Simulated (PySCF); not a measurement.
C$_{4}$H$_{8}$AlCl, singlet, at a GFN2-xTB geometry (such geometries of metal compounds can be far from the true shape), atoms displaced at random by about 0.03 Å a coordinate; R2SCAN/STO-3G, gradient (PySCF).

PySCF was given this input:
```python
from pyscf import gto, scf, dft

mol = gto.M(
    atom='''
Al   -0.05706237    0.09716795    0.31663875
Cl   -0.68657945    0.68917101    2.16236882
C     1.85316373    0.45108733   -0.27765145
C     2.23705843   -0.04090819   -1.64175931
H     2.45755028    0.03246334    0.48236479
H     2.01454457    1.53156824   -0.17072701
H     1.62689290    0.40695021   -2.45847542
H     2.10939850   -1.05522620   -1.71747828
H     3.26405847    0.20388187   -1.81589138
C    -1.53003243   -0.82553682   -0.80846252
C    -1.41511499   -1.32742356   -2.05154816
H    -2.46530846   -0.92127164   -0.34465523
H    -2.17930178   -1.80940536   -2.56019414
H    -0.41377125   -1.20011806   -2.54806150
''',
    basis='sto-3g',
    verbose=4,
)

mf = dft.RKS(mol)
mf.xc = 'r2scan'
mf.conv_tol = 1e-11
mf.kernel()
g = mf.nuc_grad_method()
grad = g.kernel()
```

Predict the main parts of the log of this PySCF run.


```
PySCF version 2.14.0

[INPUT] verbose = 4
[INPUT] num. atoms = 14
[INPUT] num. electrons = 62
[INPUT] charge = 0
[INPUT] spin (= nelec alpha-beta = 2S) = 0
[INPUT] symmetry False subgroup None
[INPUT] Mole.unit = angstrom
[INPUT] Symbol           X                Y                Z      unit          X                Y                Z       unit  Magmom
[INPUT]  1 Al    -0.057062370000   0.097167950000   0.316638750000 AA   -0.107832251319   0.183620813585   0.598360517925 Bohr   0.0
[INPUT]  2 Cl    -0.686579450000   0.689171010000   2.162368820000 AA   -1.297447123255   1.302344461890   4.086284850099 Bohr   0.0
[INPUT]  3 C      1.853163730000   0.451087330000  -0.277651450000 AA    3.501971913677   0.852431511961  -0.524685198588 Bohr   0.0
[INPUT]  4 C      2.237058430000  -0.040908190000  -1.641759310000 AA    4.227427757350  -0.077305275352  -3.102475458355 Bohr   0.0
[INPUT]  5 H      2.457550280000   0.032463340000   0.482364790000 AA    4.644096966548   0.061346821689   0.911537345233 Bohr   0.0
[INPUT]  6 H      2.014544570000   1.531568240000  -0.170727010000 AA    3.806937503030   2.894244514682  -0.322627290966 Bohr   0.0
[INPUT]  7 H      1.626892900000   0.406950210000  -2.458475420000 AA    3.074382014999   0.769024443234  -4.645845227775 Bohr   0.0
[INPUT]  8 H      2.109398500000  -1.055226200000  -1.717478280000 AA    3.986185452568  -1.994088517466  -3.245563574089 Bohr   0.0
[INPUT]  9 H      3.264058470000   0.203881870000  -1.815891380000 AA    6.168176562867   0.385280896064  -3.431537380159 Bohr   0.0
[INPUT] 10 C     -1.530032430000  -0.825536820000  -0.808462520000 AA   -2.891342254403  -1.560038495544  -1.527772744776 Bohr   0.0
[INPUT] 11 C     -1.415114990000  -1.327423560000  -2.051548160000 AA   -2.674179765867  -2.508466979695  -3.876864153755 Bohr   0.0
[INPUT] 12 H     -2.465308460000  -0.921271640000  -0.344655230000 AA   -4.658757801973  -1.740951085929  -0.651303992099 Bohr   0.0
[INPUT] 13 H     -2.179301780000  -1.809405360000  -2.560194140000 AA   -4.118283506977  -3.419280578720  -4.838065750316 Bohr   0.0
[INPUT] 14 H     -0.413771250000  -1.200118060000  -2.548061500000 AA   -0.781914340719  -2.267894450544  -4.815138383548 Bohr   0.0

nuclear repulsion = 311.240139940684
number of shells = 30
number of NR pGTOs = 138
number of NR cGTOs = 46
basis = sto-3g
ecp = {}

******** <class 'pyscf.dft.rks.RKS'> ********
method = RKS
initial guess = minao
damping factor = 0
level_shift factor = 0
DIIS = <class 'pyscf.scf.diis.CDIIS'>
diis_start_cycle = 1
diis_space = 8
diis_damp = 0
SCF conv_tol = 1e-11
SCF conv_tol_grad = None
SCF max_cycles = 50
direct_scf = True
direct_scf_tol = 1e-13
XC library pyscf.dft.libxc version 7.1.2
    S. Lehtola, C. Steigemann, M. J. T. Oliveira, and M. A. L. Marques,  SoftwareX 7, 1–5 (2018)
XC functionals = r2scan
    J. W. Furness, A. D. Kaplan, J. Ning, J. P. Perdew, and J. Sun,  J. Phys. Chem. Lett. 11, 8208–8215 (2020)
    J. W. Furness, A. D. Kaplan, J. Ning, J. P. Perdew, and J. Sun,  J. Phys. Chem. Lett. 11, 9248–9248 (2020)
    J. W. Furness, A. D. Kaplan, J. Ning, J. P. Perdew, and J. Sun,  J. Phys. Chem. Lett. 11, 8208–8215 (2020)
    J. W. Furness, A. D. Kaplan, J. Ning, J. P. Perdew, and J. Sun,  J. Phys. Chem. Lett. 11, 9248–9248 (2020)
radial grids:
    Treutler-Ahlrichs [JCP 102, 346 (1995); DOI:10.1063/1.469408] (M4) radial grids

becke partition: Becke, JCP 88, 2547 (1988); DOI:10.1063/1.454033
pruning grids: <function nwchem_prune>
grids dens level: 3
symmetrized grids: False
atomic radii adjust function: <function treutler_atomic_radii_adjust>
small_rho_cutoff = 0
Set gradient conv threshold to 3.16228e-06
Initial guess from minao.
tot grids = 173000
init E= -849.75379238553
  HOMO = -0.319277134744  LUMO = -0.074523961379897  gap/eV = 6.66007
cycle= 1 E= -849.904112118222  delta_E= -0.15  |g|= 0.466  |ddm|= 4.55
  HOMO = -0.12608027068201  LUMO = 0.051839006265002  gap/eV = 4.84143
cycle= 2 E= -849.876468312394  delta_E= 0.0276  |g|= 0.557  |ddm|= 1.59
  HOMO = -0.163414734749882  LUMO = 0.067883020268577  gap/eV = 6.29393
cycle= 3 E= -849.974054111037  delta_E= -0.0976  |g|= 0.178  |ddm|= 0.917
  HOMO = -0.161352539992312  LUMO = 0.0663144889522139  gap/eV = 6.19514
cycle= 4 E= -849.984036395332  delta_E= -0.00998  |g|= 0.0267  |ddm|= 0.241
  HOMO = -0.162592668810716  LUMO = 0.0638105820318474  gap/eV = 6.16075
cycle= 5 E= -849.984279890426  delta_E= -0.000243  |g|= 0.00761  |ddm|= 0.0494
  HOMO = -0.163014775055758  LUMO = 0.0639657496005175  gap/eV = 6.17645
cycle= 6 E= -849.984300157795  delta_E= -2.03e-05  |g|= 0.00116  |ddm|= 0.0139
  HOMO = -0.162849390625394  LUMO = 0.0640123805261675  gap/eV = 6.17322
cycle= 7 E= -849.984300787516  delta_E= -6.3e-07  |g|= 0.000133  |ddm|= 0.0025
  HOMO = -0.162854332554257  LUMO = 0.0640245462132054  gap/eV = 6.17369
cycle= 8 E= -849.984300793884  delta_E= -6.37e-09  |g|= 5e-05  |ddm|= 0.000311
  HOMO = -0.162856710823377  LUMO = 0.0640172049264317  gap/eV = 6.17355
cycle= 9 E= -849.984300794757  delta_E= -8.74e-10  |g|= 2.65e-06  |ddm|= 8.04e-05
  HOMO = -0.16285684427709  LUMO = 0.064017191705973  gap/eV = 6.17356
cycle= 10 E= -849.98430079476  delta_E= -2.96e-12  |g|= 1.05e-06  |ddm|= 6.92e-06
  HOMO = -0.162856731432379  LUMO = 0.064017435153658  gap/eV = 6.17356
Extra cycle  E= -849.984300794761  delta_E= -4.55e-13  |g|= 9.44e-07  |ddm|= 4.01e-06
converged SCF energy = -849.984300794761

******** <class 'pyscf.grad.rks.Gradients'> for <class 'pyscf.dft.rks.RKS'> ********
unit = Eh/Bohr
grid_response = False
--------------- RKS gradients ---------------
         x                y                z
0 Al    -0.0012148412     0.0246687250     0.0676179175
1 Cl     0.0053622222    -0.0072265976    -0.0217845124
2 C     0.0743946442    -0.0222335202    -0.0269759940
3 C     0.0133010208    -0.0573410599     0.0207071202
4 H    -0.0255981479     0.0199106714    -0.0218714537
5 H    -0.0000396047    -0.0034933000     0.0057326041
6 H    -0.0069223966    -0.0001731708    -0.0097355636
7 H     0.0042227909     0.0716351003     0.0052163007
8 H    -0.0245439355    -0.0025623742     0.0109704581
9 C    -0.0693835275    -0.0228790932    -0.0043133951
10 C    -0.0746403574    -0.0421047289    -0.0384448381
11 H     0.0432515784     0.0053592014    -0.0222189200
12 H     0.0399674303     0.0255980545     0.0306408910
13 H     0.0227498028     0.0098222764     0.0016301421
----------------------------------------------
```
